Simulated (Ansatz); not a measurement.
`BOCC` and `CC[O][GaH2]` differ in one element.

Ansatz, PBE0-D4/def2-TZVP geometries, multiplicity 1. Each molecule was computed in one conformer, which needn't be the lowest.

Scalar relativity is left out up to krypton.

```csv
property,`BOCC`
HOMO–LUMO gap (PBE0/def2-TZVPP) / eV,8.21
HOMO energy (PBE/def2-TZVPP) / eV,-7.04
LUMO energy (PBE/def2-TZVPP) / eV,-1.31
HOMO–LUMO gap (ωB97M-V/def2-TZVPP) / eV,12.40
HOMO–LUMO gap (PBE/def2-TZVPP) / eV,5.73
HOMO energy (PBE0/def2-TZVPP) / eV,-8.52
```

**Question.** What does the change do to each property? (Estimate.)

**Answer.** Computed: 
| property | `CC[O][GaH2]` | shift |
| --- | --- | --- |
| HOMO–LUMO gap (PBE0/def2-TZVPP) / eV | 6.61 | -1.60 |
| HOMO energy (PBE/def2-TZVPP) / eV | -6.35 | 0.69 |
| LUMO energy (PBE/def2-TZVPP) / eV | -1.91 | -0.60 |
| HOMO–LUMO gap (ωB97M-V/def2-TZVPP) / eV | 10.67 | -1.73 |
| HOMO–LUMO gap (PBE/def2-TZVPP) / eV | 4.45 | -1.28 |
| HOMO energy (PBE0/def2-TZVPP) / eV | -7.74 | 0.78 |

With PBE0 the HOMO rises by 0.78 eV and the LUMO falls by 0.81 eV, so the gap narrows by about 1.59 eV. PBE moves the HOMO by 0.69 eV and ωB97M-V by 0.76 eV.
